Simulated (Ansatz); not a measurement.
CH7BOSi2 (`[SiH3]B1C[SiH2]O1`) at its PBE0-D4/def2-TZVP geometry, where that method's forces vanish. The species carries charge 0 and has multiplicity 1.

```xyz
12

Si   -1.5228   -1.1165   -1.1944
B    -0.1222   -0.2757    0.0035
C     0.5309    1.1939   -0.0361
Si    1.4088    0.4606    1.4254
O     0.4698   -0.9144    1.0668
H    -1.0512   -1.0852   -2.6088
H    -1.8515   -2.5227   -0.8369
H    -2.7746   -0.3080   -1.1338
H     1.1150    1.4161   -0.9305
H    -0.1653    2.0155    0.1396
H     1.1038    0.9766    2.7838
H     2.8593    0.1598    1.3215
```

Q: What forces (eV/Å) does PBE-D4/def2-TZVPP give on these atoms in Ansatz? (Estimate.)

A: The calculation gave: 
```
Si1  0.091  0.030  0.090
B2  -0.207  0.158 -0.333
C3  -0.031  0.017 -0.044
Si4  0.246  0.331  0.104
O5  -0.078 -0.725  0.309
H6   0.037  0.005 -0.145
H7  -0.043 -0.146  0.027
H8  -0.127  0.079 -0.005
H9   0.107  0.066 -0.177
H10 -0.127  0.174  0.016
H11 -0.033  0.052  0.164
H12  0.167 -0.042 -0.005
```
